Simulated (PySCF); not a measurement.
Work out the structure from these simulated measurements.

Elements present: C, H, O and Si. Monoisotopic mass: 116.0657 u.

| Quantity | Value |
| --- | --- |
| Triplet | lowest triplet excitation (Tamm–Dancoff): 3.91 eV [TDA B3LYP/def2-SVPD] |
| NMR, other nuclei | isotropic shieldings of nuclei other than C and H, by class: -342 (1 O), 394 (1 Si) ppm [GIAO PBE0/pcSseg-1] |
| Polarisability | 89.9 au [B3LYP/def2-SVPD] |
| UV, strongest line | among the 8 lowest singlet transitions: S2 at 6.28 eV (198 nm, f = 0.015) [TDDFT B3LYP/def2-SVPD] |
| Rotational structure | rotational constants A, B, C: 3.495, 1.172, 1.136 GHz [GFN2-xTB] |
| 13C NMR | chemical shifts (computed TMS as zero) by class: 212.4 (1 C), 40.8 (1 C), 31.5 (1 C), 8.2 (1 C), -8.8 (1 C) ppm [GIAO PBE0/pcSseg-1] |
| Dipole | 3.20 D [B3LYP/def2-SVPD] |

Gas-phase values; electronic properties from PySCF, density fitting. Levels stand in brackets. Isolated species at its GFN2-xTB geometry (one conformer only). GFN2-xTB frequencies show an imaginary mode (29i cm⁻¹), so this geometry is no minimum at that level. NMR values are class means; diastereotopic atoms form classes of their own.

Problem. Which formula fits the mass and the elements?

Solution. C5H12OSi (calculated 116.0657). No other formula that holds each of these elements comes within 0.0003 u with a fitting electron parity and a possible valence count.

Problem. What is the compound? Reason from the data.

Solution. Numbering: `[CH3:1][SiH2:2][CH2:3][CH2:4][C:5]([CH3:6])=[O:7]`. Its formula, C5H12OSi, gives 1 degree of unsaturation: 0 rings and 1 π bond in the structure found. 5 carbons fall into 5 classes; from least to most shielded: ketone carbonyl carbon [C5] (212.4 ppm), sp3 carbon next to a carbonyl [C4] (40.8 ppm), methyl carbon next to a carbonyl [C6] (31.5 ppm), sp3 carbon bound to silicon [C3] (8.2 ppm), Si-methyl carbon [C1] (-8.8 ppm). The other shieldings belong to: -342 ppm, ketone oxygen [O7]; 394 ppm, SiH2 silicon [Si2]. The optimised geometry has point group C1 and is an asymmetric top. Structure: `C[SiH2]CCC(C)=O`. Computed isomers that give other values at the same levels: `CO[C@@H]1[C@H](C)[C@H]1[SiH3]` (13C chemical shifts (computed TMS as zero) by class: 66.6 (1 C), 60.6 (1 C), 21.1 (1 C), 15.1 (1 C), 6.0 (1 C) ppm); `C=CO[SiH2]C(C)C` (13C chemical shifts (computed TMS as zero) by class: 152.9 (1 C), 100.6 (1 C), 18.5 (2 C), 17.8 (1 C) ppm); `C=CCCC[SiH2]O` (13C chemical shifts (computed TMS as zero) by class: 146.9 (1 C), 124.4 (1 C), 39.9 (1 C), 25.9 (1 C), 17.1 (1 C) ppm). The assignments are read from this structure; whether some other isomer fits the data as well wasn't checked.

Shape of the structure used: `[CH3:1][SiH2:2][CH2:3][CH2:4][C:5]([CH3:6])=[O:7]`: C1–Si2–C3–C4 -53°, Si2–C3–C4–C5 -64°, C3–C4–C5–C6 178°.
